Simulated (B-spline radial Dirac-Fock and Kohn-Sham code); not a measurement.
K-line shifts caused by a second vacancy in F⁻

System: fluorine as F⁻ in the configuration [He] 2s2 2p6, inside a Watson sphere of charge +1 and radius 1.33 Å (a model of the Madelung potential; inside it an electron's potential energy is lowered by 10.8 eV).

Input file task.json (cfg lists n, l and occupation; rrms is the nuclear radius in fm):

```json
{"items": [{
  "Z": 9,
  "q": -1,
  "cfg": [[1, 0, 2], [2, 0, 2], [2, 1, 6]],
  "A": 19,
  "rrms": 2.8976,
  "watson": [1, 1.33],
  "do": ["binding", "quiet", "double"]
}]}
```

Run with: `python xray_run.py task.json out`

Method: multi-electron Dirac-Fock with separately optimised hole states, Breit and Lamb-shift corrections added in first order. Computed with a radial finite-basis atomic code. Each two-hole energy is an average over J within one jj subconfiguration, not an observable level; in light atoms, where LS coupling holds, the j-resolved values are not observed lines, and for a K spectator the Kα1 hypersatellite is nearly forbidden. Correlation energy is missing from these numbers.

Lines without a spectator: Kα2 (K-L2) 677.5 eV, Kα1 (K-L3) 677.5 eV. Shifts in eV with one spectator hole (a dash: not computed, or left out as unreliable):

```tsv
spectator hole	Kα2	Kα1
L2 (2p1/2)	+2.47	+3.66
L3 (2p3/2)	+3.61	+3.23
```

Question: Where does the K-L3 hypersatellite lie, emitted when both K electrons are missing?

Answer: +86.1 eV from the normal line, at 763.6 eV. Removing both K electrons costs 1483.9 eV, which is 105.6 eV more than twice the K binding energy. In light atoms the observed hypersatellite is the ¹S₀ → ¹P₁ component, which lies below this average, and the triplet component is nearly forbidden.

With n spectator holes in 2p, averaged over the 2p shell (energies in eV):

```
n   KαLⁿ  step  hypersatellite KαʰLⁿ
0  677.5     –                 763.6
1  680.9  +3.4                 768.7
2  686.0  +5.1                 775.5
3  692.7  +6.7                 783.8
4  701.0  +8.3                 793.6
5  710.9  +9.9                 804.8
```
